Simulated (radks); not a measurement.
Species: Be2+. Configuration: [He] (the NIST ground configuration). Calculated with a radial shooting solver on a logarithmic mesh with Libxc functionals: Dirac Kohn-Sham, Slater X-alpha with alpha = 0.667, spin-unpolarised, spherical densities, finite nucleus; Fermi nuclear charge, rms radius 2.519 fm.

Normalised radial functions P(r) = r R(r) (large component), r in bohr:

```
   r/bohr * 1s1/2 (the largest magnitude, 1.38, reaches the edge; | marks zero)
  0.01259 |      *
  0.01587 |        *
  0.02002 |          *
  0.02525 |            *
  0.03209 |               *
  0.04047 |                   *
  0.05104 |                       *
  0.06437 |                            *
  0.08118 |                                 *
   0.1024 |                                       *
   0.1291 |                                            *
   0.1641 |                                                 *
    0.207 |                                                    *
    0.261 |                                                      *
   0.3292 |                                                     *
   0.4151 |                                                 *
   0.5236 |                                          *
   0.6603 |                                *
   0.8394 |                      *
    1.059 |             *
    1.335 |      *
    1.684 |  *
```

1s1/2: eigenvalue -128.68 eV, 0 radial nodes, <r> = 0.422 bohr, 90 % of the charge inside 0.760 bohr.
